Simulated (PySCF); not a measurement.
Compound: C2H4GeN2Se.
Bonds: Ge1–C2, C2–N3 (aromatic), N3–C4 (aromatic), C4–Se5 (aromatic), Se5–N6 (aromatic), C2–N6 (aromatic). Hydrogens: H7, H8, H9 on Ge1; H10 on C4.

A GFN2-xTB structure with every atom displaced at random (by about 0.01 Å) was refined with PBE0-D3(BJ)/def2-SVP geometry optimisation, gas phase in PySCF 2.14.0. Values at the start:

```json
{"coordinate": "Ge1–C2", "start": "1.961 Å"}
{"coordinate": "Ge1–H7", "start": "1.495 Å"}
{"coordinate": "Ge1–H9", "start": "1.458 Å"}
{"coordinate": "C2–N3", "start": "1.361 Å"}
{"coordinate": "C2–N6", "start": "1.290 Å"}
{"coordinate": "N3–C4", "start": "1.236 Å"}
{"coordinate": "C4–Se5", "start": "1.878 Å"}
{"coordinate": "C4–H10", "start": "1.101 Å"}
{"coordinate": "Se5–N6", "start": "1.781 Å"}
{"coordinate": "Ge1–C2–N3", "start": "118.8°"}
{"coordinate": "Ge1–C2–N6", "start": "121.7°"}
{"coordinate": "C2–N3–C4", "start": "111.6°"}
{"coordinate": "C2–N6–Se5", "start": "110.7°"}
{"coordinate": "N3–C2–N6", "start": "119.6°"}
{"coordinate": "N3–C4–Se5", "start": "114.0°"}
{"coordinate": "C4–Se5–N6", "start": "84.1°"}
```

Problem. How do these coordinates change at the PBE0-D3(BJ)/def2-SVP level?

Solution. 
| coordinate | PBE0-D3(BJ)/def2-SVP (Å or °) | change |
| --- | --- | --- |
| Ge1–H9 | 1.533 | +0.075 |
| N3–C4 | 1.295 | +0.059 |
| Ge1–H7 | 1.537 | +0.042 |
| Se5–N6 | 1.813 | +0.032 |
| C4–Se5 | 1.859 | -0.019 |
| C2–N3 | 1.377 | +0.016 |
| C2–N6 | 1.306 | +0.016 |
| C4–H10 | 1.094 | -0.007 |
| Ge1–C2 | 1.960 | -0.001 |
| C4–Se5–N6 | 86.8 | +2.7 |
| C2–N6–Se5 | 108.2 | -2.5 |
| Ge1–C2–N6 | 120.0 | -1.7 |
| N3–C2–N6 | 121.2 | +1.6 |
| N3–C4–Se5 | 112.5 | -1.5 |
| C2–N3–C4 | 111.3 | -0.3 |
| Ge1–C2–N3 | 118.8 | 0.0 |

The energy falls by 0.254 eV over 13 energy and gradient evaluations, the largest force component goes from 0.0881 to 2.4e-04 Eh/bohr, and the atoms move by 0.301 Å rms after alignment. The bond that changes most is Ge1–H9 (ends: germanium bonded to C and 3 H; Ge–H hydrogen), which lengthens by 0.075 Å. Bonds longer at the end by more than 0.005 Å: 7 of 10; shorter: 2. Among the dihedrals that turn most is H8–Ge1–C2–N6, from -151° to -120°. Rotational constants go from 6184, 619.1, 566.5 to 6024, 616.8, 563.5 MHz.

The run used 140 basis functions and 97 SCF cycles in all.

Whether it is a minimum is left open (no frequencies).
